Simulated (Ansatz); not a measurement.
C2HGeSn: where a starting geometry ends

The starting geometry of this gas-phase doublet was optimised with GFN2-xTB.

```xyz
5

C     0.4765   -0.9390   -0.4922
C    -0.7284   -0.8380   -0.8507
Ge   -0.6387    0.1535    1.0685
Sn    1.9314   -0.4980    1.0125
H    -1.4925   -1.0309   -1.5641
```

Where would you expect an optimisation with PBE-D3(BJ)/def2-SVP to take it?

It keeps its bonds.

The energy falls by 0.13 eV over 10 steps:

| step | E − E(last) (eV) |
| --- | --- |
| 1 | 0.128 |
| 2 | 0.030 |
| 3 | 0.008 |
| 4 | 0.004 |
| 5 | 0.002 |
| 6 | 0.000 |
| 7 | 0.000 |
| 8 | 0.000 |
| 9 | 0.000 |
| 10 | 0.000 |

Final geometry (Å):

```xyz
5

C     0.4890   -0.9299   -0.4672
C    -0.7655   -0.8121   -0.8183
Ge   -0.6772    0.1322    1.0108
Sn    2.0161   -0.5060    1.0349
H    -1.5141   -1.0366   -1.5863
```

Frequencies at the end are all real (lowest 148 cm⁻¹). Open shells are spin-unrestricted. Atoms past krypton carry core potentials, without spin–orbit terms. Run with Ansatz 0.2.0, 17 s on 2 threads of Intel(R) Xeon(R) 6975P-C (Granite Rapids), with other jobs on the host.
